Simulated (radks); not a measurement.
Spin polarisation of the 5d6 shell in the iridium ion Ir3+. Start: [Xe] 4f14 5d(up 3, down 3); electrons of 5d are moved from spin down to spin up, other shells keep equal spins. All-electron calculation, scalar-relativistic Kohn-Sham, r2SCAN, spin-polarised, spherical densities, finite nucleus; meta-GGA in the generalised Kohn-Sham scheme; Fermi nuclear charge, rms radius of each element as measured or else 0.836 A^(1/3) + 0.57 fm. Program: a radial shooting solver on a logarithmic mesh with Libxc functionals.

moment (Bohr magnetons) = 0: E - E(0) (eV) 0.000; e(5d up) (eV) -36.945; e(5d down) (eV) -36.945; 5p down minus up (eV) 0.000
moment (Bohr magnetons) = 1: E - E(0) (eV) -0.236; e(5d up) (eV) -37.397; e(5d down) (eV) -36.450; 5p down minus up (eV) 0.804
moment (Bohr magnetons) = 2: E - E(0) (eV) -0.949; e(5d up) (eV) -37.812; e(5d down) (eV) -35.904; 5p down minus up (eV) 1.615
moment (Bohr magnetons) = 3: E - E(0) (eV) -2.147; e(5d up) (eV) -38.191; e(5d down) (eV) -35.297; 5p down minus up (eV) 2.438
moment (Bohr magnetons) = 4: E - E(0) (eV) -3.849; e(5d up) (eV) -38.536; e(5d down) (eV) -34.611; 5p down minus up (eV) 3.277

At moment 4 the spin-polarisation energy is -3.849 eV and the 5d exchange splitting 3.925 eV, that is 0.981 eV per Bohr magneton; E = -I m^2/4 would give I = 0.962 eV.
